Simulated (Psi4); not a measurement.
This Psi4 input (B3LYP/6-311++G(3df,3pd)) gives -329.99244 Eh with 158 basis functions.

```
memory 8100 MB

molecule {
0 1
C    -1.14981457   -0.05477791   -0.04502006
Si    0.54785519    0.02610017    0.02145083
H    -1.76847219    0.83159725   -0.09957680
H    -1.68390593   -0.99607076   -0.03559828
H     1.39794796   -1.17454559    0.09584332
H     1.28334497    1.30228411    0.00914054
}

set {
  basis 6-311++g(3df,3pd)
  scf_type df
}

energy('b3lyp')
print_variables()
```

Change:
```diff
- basis 6-311++g(3df,3pd)
+ basis aug-pcseg-2
```

Problem. What does the run give now?

Solution. -329.99968 Eh (B3LYP/aug-pcseg-2, 188 functions), a change of -7.24 mEh.
